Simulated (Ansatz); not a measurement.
Consider the formal hydrolysis of the Si–O bond: `B[Si](F)(Cl)O[SiH3]` + H₂O → `B[Si](O)(F)Cl` + `O[SiH3]`.

Computed with Ansatz on PBE0-D4/def2-TZVP structures; ΔE is electronic, products minus reactants. CCSD(T)/CBS is the MP2 limit (def2-TZVPP, def2-QZVPP) plus CCSD(T) − MP2 in def2-TZVPP, frozen cores. This one scheme is used for every species. DFT in def2-TZVPP. B3LYP here is the variant with VWN-RPA as its local correlation; programs differ in this. One conformer a species, not always the lowest.

Is it downhill or uphill in electronic energy at CCSD(T)/CBS, and by how much? (Best estimate.)

Ansatz gave: Uphill: ΔE = +21.8 kJ/mol.

What do these levels give: B3LYP-D4, ωB97M-V, PBE, CCSD(T)/def2-TZVPP, MP2/def2-QZVPP, SCS-MP2/def2-QZVPP? (An estimate is asked.)

Ansatz gave: B3LYP-D4 20.2, ωB97M-V 16.3, PBE 9.0, CCSD(T)/def2-TZVPP 19.4, MP2/def2-QZVPP 21.1, SCS-MP2/def2-QZVPP 20.8 kJ/mol.

Largest T1 diagnostic among the species: 0.011.

The D4 term adds +8.0 kJ/mol with B3LYP and +4.8 kJ/mol with PBE0; it sums over pairs of atoms, weighted by their polarisabilities, and B3LYP, whose exchange is more repulsive, gets the larger term. From PBE to PBE0 (25 % exact exchange), in def2-TZVPP and without D4, ΔE moves by +3.4 kJ/mol.
